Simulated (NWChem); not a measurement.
Species: CHCuOS; SMILES [O+]#[C-]->[Cu][SH]

```xyz
5

Cu     0.0341     0.0032     0.0000
S      0.0936     2.1431     0.0000
H     -1.2563     2.2447     0.0000
O     -0.0102    -2.9530     0.0000
C      0.0146    -1.8226     0.0000
```
Atoms are numbered in this order, from 1.

Level: PBE0/def2-SVP (NWChem), optimised geometry, unscaled harmonic frequencies. 

### Question
List the harmonic frequencies with IR intensities, and the thermochemistry.

### Answer
```tsv
frequency (cm⁻¹)	IR intensity (km/mol)
68	5.0
69	4.7
333	0.7
341	26.3
361	1.2
464	0.1
549	4.8
2262	696.2
2694	4.6
```

```
Quantity                                                                            Value
-----------------------------------------------------------------------  ----------------
zero-point energy                                                           10.2 kcal/mol
thermal correction to the enthalpy at 298.15 K (with zero-point energy)     14.5 kcal/mol
heat capacity Cv                                                         17.1 cal/(mol K)
entropy at 298.15 K and 1 atm (symmetry number 1)                        77.3 cal/(mol K)
dipole moment                                                                      4.32 D
```

Rigid rotor and harmonic oscillator; modes under 100 cm⁻¹ make the entropy uncertain.
